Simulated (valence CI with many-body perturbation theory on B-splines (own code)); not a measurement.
**Yb⁶⁴⁺: calculated level list**

Level of theory: configuration interaction combined with many-body perturbation theory (CI+MBPT): four valence electrons over a frozen Dirac-Fock core [He], radial functions for each j: 11 s, 11 p, 10 d, 8 f, 5 g, 2 h, with the one-electron correlation potential Σ1 (screened to all orders), the two-electron term Σ2, the three-electron term Σ3, Breit, model QED; selected single and double excitations, second order for the rest, scaled by the run's own slope (own B-spline code, finite nucleus).

No measured spectrum was set against this ion. As an estimate, large intervals hold to a few tenths of a per cent, small ones and those within an open d or f shell to about a per cent. Among the levels kept, up to 1100 cm⁻¹ of a level comes from second order outside the variational space, and about a tenth of that is noise between levels of different J, which matters for small intervals.

Levels 136 to 180 of 211, with energies above the lowest level, (2s^2 2p1/2^2) J=0. "Leading %" is the weight of the configuration and term that name the level; weights of strongly mixed levels are sums over their largest components and can fall short. In the jj column 3d3/2^4 stands for four electrons in 3d with j = 3/2.

| No. | Configuration | Term | J | E (eV) | Leading % | Second component | g | Leading jj |
| --- | --- | --- | --- | --- | --- | --- | --- | --- |
| 136 | 2s2p²3s | ³S | 1 | 11701 | 68 | 15 % 2s2p²3s ⁵P | 1.946 | 2s 2p3/2^2 3s (100 %) |
| 137 | 2s2p²3p | ³D° | 3 | 11702 | 42 | 20 % 2s2p²3p ⁵D° | 1.292 | 2s 2p3/2^2 3p1/2 (100 %) |
| 138 | 2s2p²3s | ¹P | 1 | 11708 | 42 | 31 % 2s2p²3s ³D | 0.971 | 2s 2p3/2^2 3s (100 %) |
| 139 | 2s2p²3s | ³P | 2 | 11711 | 62 | 18 % 2s2p²3s ¹D | 1.358 | 2s 2p3/2^2 3s (99 %) |
| 140 | 2s2p²3s | ¹S | 0 | 11731 | 68 | 31 % 2s2p²3s ³P |  | 2s 2p3/2^2 3s (99 %) |
| 141 | 2s2p²3p | ³P° | 1 | 11802 | 33 | 18 % 2s2p²3p ³S° | 1.302 | 2s 2p3/2^2 3p1/2 (99 %) |
| 142 | 2s2p²3p | ³P° | 0 | 11802 | 80 | 15 % 2s2p²3p ⁵D° |  | 2s 2p3/2^2 3p1/2 (100 %) |
| 143 | 2s2p²3p | ³P° | 1 | 11803 | 50 | 22 % 2s2p²3p ¹P° | 1.290 | 2s 2p3/2^2 3p1/2 (99 %) |
| 144 | 2s2p²3p | ³D° | 2 | 11804 | 32 | 22 % 2s2p²3p ³F° | 1.045 | 2s 2p3/2^2 3p1/2 (99 %) |
| 145 | 2p³3s | ⁵S° | 2 | 11914 | 54 | 31 % 2p³3s ³D° | 1.571 | 2p1/2 2p3/2^2 3s (98 %) |
| 146 | 2p³3s | ³S° | 1 | 11924 | 53 | 42 % 2p³3s ³D° | 1.305 | 2p1/2 2p3/2^2 3s (95 %) |
| 147 | 2p³3s | ³D° | 3 | 11935 | 96 |  | 1.303 | 2p1/2 2p3/2^2 3s (96 %) |
| 148 | 2p³3s | ¹D° | 2 | 11946 | 62 | 36 % 2p³3s ³D° | 1.033 | 2p1/2 2p3/2^2 3s (98 %) |
| 149 | 2p³3p | ⁵P | 1 | 11990 | 46 | 22 % 2p³3p ³D | 1.639 | 2p1/2 2p3/2^2 3p1/2 (98 %) |
| 150 | 2p³3s | ³P° | 1 | 11994 | 64 | 32 % 2p³3s ¹P° | 1.301 | 2p1/2 2p3/2^2 3s (97 %) |
| 151 | 2p³3s | ³P° | 0 | 11994 | 100 |  |  | 2p1/2 2p3/2^2 3s (100 %) |
| 152 | 2p³3p | ³F | 2 | 11998 | 34 | 21 % 2p³3p ⁵P | 1.199 | 2p1/2 2p3/2^2 3p1/2 (98 %) |
| 153 | 2s2p²3p | ⁵D° | 4 | 12006 | 62 | 38 % 2s2p²3p ³F° | 1.380 | 2s 2p3/2^2 3p3/2 (100 %) |
| 154 | 2s2p²3p | ³D° | 3 | 12010 | 52 | 33 % 2s2p²3p ⁵P° | 1.388 | 2s 2p3/2^2 3p3/2 (97 %) |
| 155 | 2p³3p | ³F | 3 | 12014 | 44 | 32 % 2p³3p ¹F | 1.082 | 2p1/2 2p3/2^2 3p1/2 (98 %) |
| 156 | 2s2p²3p | ³P° | 1 | 12022 | 36 | 31 % 2s2p²3p ³S° | 1.529 | 2s 2p3/2^2 3p3/2 (96 %) |
| 157 | 2s2p²3p | ³P° | 2 | 12052 | 44 | 21 % 2s2p²3p ¹D° | 1.356 | 2s 2p3/2^2 3p3/2 (97 %) |
| 158 | 2p³3p | ³P | 2 | 12055 | 50 | 22 % 2p³3p ¹D | 1.300 | 2p1/2 2p3/2^2 3p1/2 (99 %) |
| 159 | 2p³3p | ³D | 1 | 12067 | 73 | 22 % 2p³3p ¹P | 0.632 | 2p1/2 2p3/2^2 3p1/2 (98 %) |
| 160 | 2s2p²3d | ³D | 2 | 12099 | 25 | 24 % 2s2p²3d ⁵D | 1.377 | 2s 2p3/2^2 3d3/2 (98 %) |
| 161 | 2s2p²3d | ⁵D | 3 | 12101 | 27 | 18 % 2s2p²3d ³F | 1.276 | 2s 2p3/2^2 3d3/2 (95 %) |
| 162 | 2s2p²3d | ⁵P | 1 | 12103 | 42 | 20 % 2s2p²3d ³P | 1.827 | 2s 2p3/2^2 3d3/2 (98 %) |
| 163 | 2s2p²3d | ³F | 4 | 12104 | 39 | 24 % 2s2p²3d ⁵F | 1.199 | 2s 2p3/2^2 3d3/2 (98 %) |
| 164 | 2s2p²3p | ³P° | 0 | 12109 | 60 | 38 % 2s2p²3p ¹S° |  | 2s 2p3/2^2 3p3/2 (100 %) |
| 165 | 2s2p²3p | ³D° | 3 | 12113 | 62 | 16 % 2s2p²3p ³F° | 1.242 | 2s 2p3/2^2 3p3/2 (99 %) |
| 166 | 2s2p²3p | ³P° | 2 | 12115 | 71 | 6 % 2s2p²3p ⁵D° | 1.410 | 2s 2p3/2^2 3p3/2 (100 %) |
| 167 | 2p³3p | ³P | 0 | 12115 | 64 | 35 % 2p³3p ¹S |  | 2p1/2 2p3/2^2 3p1/2 (99 %) |
| 168 | 2s2p²3p | ¹P° | 1 | 12125 | 49 | 20 % 2s2p²3p ³P° | 1.165 | 2s 2p3/2^2 3p3/2 (97 %) |
| 169 | 2s2p²3p | ³P° | 2 | 12127 | 45 | 22 % 2s2p²3p ¹D° | 1.349 | 2s 2p3/2^2 3p3/2 (100 %) |
| 170 | 2s2p²3p | ¹P° | 1 | 12157 | 35 | 24 % 2s2p²3p ³S° | 1.193 | 2s 2p3/2^2 3p3/2 (99 %) |
| 171 | 2s2p²3d | ⁵F | 5 | 12164 | 62 | 38 % 2s2p²3d ³G | 1.301 | 2s 2p3/2^2 3d5/2 (100 %) |
| 172 | 2s2p²3d | ³F | 4 | 12168 | 52 | 32 % 2s2p²3d ⁵D | 1.290 | 2s 2p3/2^2 3d5/2 (98 %) |
| 173 | 2s2p²3d | ³P | 0 | 12178 | 81 | 13 % 2s2p²3d ⁵D |  | 2s 2p3/2^2 3d5/2 (71 %) |
| 174 | 2s2p²3d | ³D | 1 | 12188 | 39 | 27 % 2s2p²3d ³P | 0.994 | 2s 2p3/2^2 3d3/2 (64 %) |
| 175 | 2s2p²3d | ³F | 3 | 12195 | 28 | 20 % 2s2p²3d ³D | 1.105 | 2s 2p3/2^2 3d5/2 (52 %) |
| 176 | 2s2p²3d | ³D | 2 | 12198 | 32 | 18 % 2s2p²3d ³P | 1.140 | 2s 2p3/2^2 3d3/2 (70 %) |
| 177 | 2s2p²3d | ³D | 2 | 12206 | 31 | 20 % 2s2p²3d ³F | 1.053 | 2s 2p3/2^2 3d3/2 (89 %) |
| 178 | 2s2p²3d | ³D | 1 | 12207 | 33 | 22 % 2s2p²3d ³P | 1.071 | 2s 2p3/2^2 3d5/2 (62 %) |
| 179 | 2s2p²3d | ³D | 3 | 12211 | 33 | 32 % 2s2p²3d ¹F | 1.117 | 2s 2p3/2^2 3d3/2 (55 %) |
| 180 | 2s2p²3d | ³D | 1 | 12213 | 59 | 13 % 2s2p²3d ³P | 0.811 | 2s 2p3/2^2 3d3/2 (96 %) |

Where two levels of one J and parity lie close, their mixing, g and order are uncertain.
